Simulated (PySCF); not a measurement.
Ligands exchanged one at a time, Al OH-SH. All species are isolated molecules in the gas phase. One relaxed conformer stands for each flexible species; it need not be the lowest. Strings in code marks are SMILES.

Calculation: PBE-D3(BJ)/def2-TZVP // B3LYP-D3(BJ)/def2-TZVP in PySCF. 

| species | HOMO (eV) | LUMO (eV) |
|---|---|---|
| 0 of 3 OH replaced by SH | -7.28 | -1.31 |
| 1 of 3 OH replaced by SH (`[OH][Al]([SH])[OH]`) | -6.43 | -1.33 |
| 2 of 3 OH replaced by SH (`[OH][Al]([SH])[SH]`) | -6.38 | -1.43 |
| 3 of 3 OH replaced by SH | -6.51 | -1.50 |
